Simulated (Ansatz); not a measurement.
Input file for C₂H₆Cl₂SSi₂ (`C=C[SiH2]S[SiH](Cl)Cl`):

```yaml
crystal:
  periodic: [false, false, false]
  atoms:
    - {symbol: C, position_ang: [-1.170105, 1.467545, -1.287767]}
    - {symbol: C, position_ang: [-0.888186, 0.222961, -1.657648]}
    - {symbol: Si, position_ang: [0.497791, -0.791875, -0.962444]}
    - {symbol: S, position_ang: [1.698380, 0.381745, 0.392559]}
    - {symbol: Si, position_ang: [0.885908, -0.230978, 2.235284]}
    - {symbol: Cl, position_ang: [-1.149905, -0.048583, 2.279101]}
    - {symbol: Cl, position_ang: [1.338362, -2.172689, 2.680871]}
    - {symbol: H, position_ang: [-1.994934, 2.023132, -1.724097]}
    - {symbol: H, position_ang: [-0.586171, 1.981540, -0.530092]}
    - {symbol: H, position_ang: [-1.507998, -0.245230, -2.422386]}
    - {symbol: H, position_ang: [1.422234, -1.226429, -2.039280]}
    - {symbol: H, position_ang: [-0.006992, -1.990455, -0.247489]}
    - {symbol: H, position_ang: [1.461616, 0.629317, 3.283398]}
basis:
  gaussian: {orbitals: def2-TZVPP}
correlation: {method: ccsd_t}
```

```sh
$ ansatz run in.yaml --threads 2 --pin off --events-out ev --progress --plain --max-ram 32768MiB --backend cuda --devices 0, --max-vram 18GiB
```

Log, shortened:

```
Functional definition: HF
2075 factors; integrals over basis functions are off by at most 7.9e-4 eV
mean field evaluation 1: about -53707.4579 eV, gradient 3.3e1 eV
mean field evaluation 2: about -53707.9699 eV, gradient 3.4e1 eV
mean field evaluation 4: about -53711.5379 eV, gradient 4.3e0 eV
mean field evaluation 8: about -53711.6169 eV, gradient 2.7e-1 eV
mean field -53711.61737873 eV, -1973.8655316264 hartree, gradient 7.6e-6 eV, S^2 0.000000; 0 other end points of the search recorded, 0 dependent functions left out
27 core orbitals not correlated: weight in the atoms' cores, before any rotation towards them, 1.000 or more for the frozen orbitals, at most 0.000 for the correlated occupied ones
reference -53711.61737873 eV, -1973.8655316264 hartree; 21, 21 occupied and 308, 308 virtual orbitals, 2075 factors
second order -30.33471140 eV of doubles, -0.00000000 eV of singles
cycle   1  -31.66177942 eV  change    -1.3e0 eV  update   1.2e-1
cycle   2  -32.44813419 eV  change   -7.9e-1 eV  update   3.5e-2
cycle   3  -32.58859682 eV  change   -1.4e-1 eV  update   1.6e-2
cycle   4  -32.57504855 eV  change    1.4e-2 eV  update   4.2e-3
cycle   5  -32.57490011 eV  change    1.5e-4 eV  update   1.6e-3
cycle   6  -32.57519035 eV  change   -2.9e-4 eV  update   4.3e-4
cycle   7  -32.57510453 eV  change    8.6e-5 eV  update   1.5e-4
cycle   8  -32.57514978 eV  change   -4.5e-5 eV  update   5.1e-5
perturbative correction -1.51394883 eV, -0.0556365931 hartree
Total energy: -53745.70647733 eV, -1975.1182828936 hartree
```

Hardware: 2 threads of an AMD EPYC 7R13 on a shared host and a share of an NVIDIA H100 80 GB. Wall time 24 s, peak host memory 0.85 GiB.

MP2 recovers 89.0 % of the CCSD(T) correlation energy and the triples give 4.4 %; T1 = 0.0109.
